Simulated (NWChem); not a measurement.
# BBr2, doublet; SMILES Br[B]Br

Program: NWChem. Spin-unrestricted. In the optimisation the excess spin sits in a1 (C2v, its own frame). Structure relaxed at the PBE-D3(BJ)/def2-SVP, spin-unrestricted level. No stability test was run on the SCF state. B3LYP is NWChem's, with the RPA form of VWN correlation.

**Question.** Order these by “lowest empty minus highest occupied level, either spin (eV)”, lowest first: LRC-wPBEh/def2-SVP; KT2/def2-SVP; UHF/def2-SVP; PW6B95/def2-SVP.

**Answer.** KT2/def2-SVP (2.03), PW6B95/def2-SVP (3.96), LRC-wPBEh/def2-SVP (7.59), UHF/def2-SVP (10.83)
